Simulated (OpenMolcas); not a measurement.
Levels of Os V by method

| Quantity | Value |
| --- | --- |
| Program | OpenMolcas 26.06 |
| Basis | ANO-RCC-VQZP [9s8p6d4f3g2h] |
| Scalar Hamiltonian | DKH2, point nucleus |
| Active space | 4 electrons in 5 orbitals (5d) |
| State averaging | 2S+1 = 5 even, 5 roots; 2S+1 = 3 even, 45 roots; 2S+1 = 1 even, 50 roots |
| Spin-orbit coupling | state interaction with AMFI integrals over the reference wave functions, term energies averaged over their components |

Methods on the same reference wave functions:
A. CASSCF
B. SS-CASPT2, IPEA 0.25 Eh, imaginary shift 0.1 Eh (closed shells correlated: 5s 5p)
C. MS-CASPT2, IPEA 0.25 Eh, imaginary shift 0.1 Eh (closed shells correlated: 5s 5p)

Energies in cm-1 above 5d4 5D0, the measured ground level; measured values from the list in Palmeri et al., Atoms 14, 22 (2026).

| Level | A | B | C | Measured |
| --- | --- | --- | --- | --- |
| 5d4 5D0 [64 %] | 0.0 | 0.0 | 0.0 | 0.0 |
| 5d4 5D1 | 3573 | 4370 | 4340 | 4311 |
| 5d4 5D2 | 7115 | 8200 | 8150 | 8083 |
| 5d4 5D3 | 10177 | 11160 | 11110 | 11018 |
| 5d4 5D4 [69 %] | 12622 | 13140 | 13080 | 12966 |
| 5d4 3P0(1) [51 %] | 20625 | 18870 | 18810 |  |
| 5d4 3H4 [57 %] | 22139 | 20960 | 20900 | 20374 |
| 5d4 3G3 [61 %] | 26792 | 24730 | 24690 | 23942 |
| 5d4 3H5 | 27241 | 26000 | 25940 | 25344 |
| 5d4 3P1(1) | 27990 | 25440 | 25320 | 24680 |
| 5d4 3F2(1) [67 %] | 28046 | 25280 | 25220 |  |
| 5d4 3H6 [75 %] | 29577 | 28280 | 28230 | 27669 |
| 5d4 3G5 | 39604 | 37840 | 37780 | 37016 |
| 5d4 1I6 [75 %] | 41892 | 40020 | 39960 | 39284 |
| 5d4 3D1 | 42855 | 39580 | 39560 | 38536 |
| 5d4 1S0(1) | 49251 | 45580 | 45350 |  |
| 5d4 1F3 [65 %] | 52958 | 47840 | 47780 | 46549 |
| 5d4 3P2(2) [68 %] | 57646 | 51560 | 51650 |  |
| 5d4 3F4(2) [57 %] | 59898 | 54920 | 54930 |  |
| 5d4 3F2(2) [62 %] | 62423 | 57020 | 56970 |  |
| 5d4 3F3(2) | 63189 | 57660 | 57600 | 55872 |
| 5d4 3P1(2) | 64368 | 58120 | 58040 | 55988 |
| 5d4 3P0(2) | 67599 | 61200 | 61270 |  |
| 5d4 1G4(2) | 68112 | 61810 | 61750 |  |

Deviations, from unrounded energies. A percentage is the sum of absolute deviations over the sum of measured energies, with the sign that they share, or ± where signs differ.

| Against measurement | Levels | A | B | C |
| --- | --- | --- | --- | --- |
| mean absolute deviation (cm-1) | 15 | 3100 | 780 | 720 |
| fine structure of the ground term (%) | 4 | -7.9 | +1.3 | +0.8 |
| other terms of the ground configuration (%) | 11 | +11.0 | +2.8 | +2.7 |

C lies closest to measurement on these levels and A furthest from it. The largest miss of C in the table is 5d4 3P1(2), by +2000 cm-1. The ranking rests on the paired levels alone, and a cruder setting can come out closer through cancelling errors.

Between B and C the level of the table that moves most is 5d4 1S0(1), by 230 cm-1 (lowest in C, highest in B). Moves below CASPT2's spread within the term are not significant.

The mean deviations of B to C differ by less than CASPT2's widest spread within a term (910 cm-1), so their order carries little weight.

From A to B the spin-free energies of the other terms of 5d4 shown, above 5D, scale by factors of 0.78 to 0.87, as is usual when dynamic correlation screens the repulsion within a d or f shell.

The lowest spin-free term lies below A's lowest term by 0.309 hartree in B, 0.309 hartree in C.

CASPT2 breaks the degeneracy within a term, and the mean is taken; among the terms shown or strongly mixed into the levels shown the widest spread is 910 cm-1 (5d4 1I, C). Without dynamic correlation excited terms often stand tens of per cent too high (terms of higher spin than the ground term too low), and those without a measured partner can miss by more than the paired ones (holds for A). The CASPT2 spread within a term exceeds the gap to the next term for 5d4 3H and 5d4 3P(1), 5d4 1I and 5d4 3D, 5d4 1D(1) and 5d4 1S(1), so the order of their levels is uncertain (holds for C). Measured partners are found by configuration, term and J. A level has none where our copy of the source lacks it or the pairing is in doubt (some pairs that miss far off the trend of their configuration count as doubtful), and it then counts in no deviation. Levels of configurations outside the active space are missing. The table leaves out levels that lie high or whose names do not pair safely across all columns.

A share in square brackets marks a mixed level and gives the weight of the term that names it, the lowest over the columns. A number in round brackets counts repeated terms of one configuration in the order of the reference energies.
